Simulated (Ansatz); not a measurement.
Input file for Ansatz (a first-principles code): U-B3LYP/aug-cc-pVTZ on BeFHO (SMILES [OH][Be][F]), a point of a bond scan (R = 2.083 Å).

Ansatz 0.2 input:
```yaml
crystal:
  periodic: [false, false, false]
  atoms:
    - {symbol: Be, position_ang: [0.02934244, 0.01481768, -0.02556009]}
    - {symbol: F, position_ang: [1.45953042, 0.78460341, -1.32980229]}
    - {symbol: O, position_ang: [-0.99864586, -0.46736623, 0.82454057]}
    - {symbol: H, position_ang: [-0.97341266, -1.07241437, 1.56140982]}
basis:
  gaussian:
    orbitals: aug-cc-pVTZ
hamiltonian:
  xc: {name: B3LYP}
magnetization: {spin_polarized: true, initial_magnetization: 0}
```

Output:

```
WARN ansatz: RAYON_NUM_THREADS=1 ignored (pool sized by the plan → 1); use --threads N
Functional definition: B3LYP
integrals: 0.04 GiB planned
675 factors; their error is unknown
mean field: 0.62 GiB planned
mean field evaluation 1: about -5175.6317 eV, gradient 5.5e1 eV
mean field evaluation 2: about -5114.4815 eV, gradient 1.4e2 eV
mean field evaluation 4: about -5184.8208 eV, gradient 1.2e1 eV
mean field evaluation 8: about -5185.1744 eV, gradient 2.1e-1 eV
mean field -5185.17443157 eV, -190.5516457226 hartree, gradient 4.7e-5 eV, S^2 0.000000; 0 other end points of the search recorded, 0 dependent functions left out
reference -5185.17466729 eV, -190.5516543854 hartree; 11, 11 occupied and 150, 150 virtual orbitals, 675 factors
Total energy: -5185.17466729 eV, -190.5516543854 hartree
```

Self-consistency was reached.

Cost: very roughly 3 core-seconds.
